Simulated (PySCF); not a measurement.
## La+ (lanthanum, charge +1) across methods

[Xe] 5d1 6s1, high-spin 3D determinant (an excited configuration). Calculation: PySCF 2.14, in cc-pVDZ-X2C (8s7p5d3f1g, 84 functions); the spin-free X2C one-electron Hamiltonian (Gaussian nucleus).

| method | E (hartree) | mean ε 5p β (eV) | mean ε 5d α (eV) | mean ε 6s α (eV) | Σ⟨r²⟩ (bohr²) | ⟨S²⟩ |
| --- | --- | --- | --- | --- | --- | --- |
| TPSS | -8491.91 | -28.083 | -9.228 | -8.569 | 67.58 | 2.002 |
| PBE0 | -8491.92 | -29.625 | -10.104 | -9.226 | 67.49 | 2.002 |
| PBE | -8491.85 | -27.894 | -9.160 | -8.714 | 67.42 | 2.001 |
| LC-wPBE | -8491.78 | -32.505 | -12.495 | -10.821 | 67.29 | 2.004 |
| BLYP | -8492.59 | -27.688 | -8.840 | -8.578 | 67.48 | 2.001 |
| LDA | -8485.05 | -28.049 | -8.998 | -8.893 | 67.08 | 2.001 |
| r2SCAN | -8492.26 | -28.502 | -9.420 | -8.785 | 67.64 | 2.003 |
| UHF | -8489.10618 | -33.534 | -12.198 | -10.343 | 68.68 | 2.006 |

Spin-orbit coupling, absent here, splits the open shell strongly.
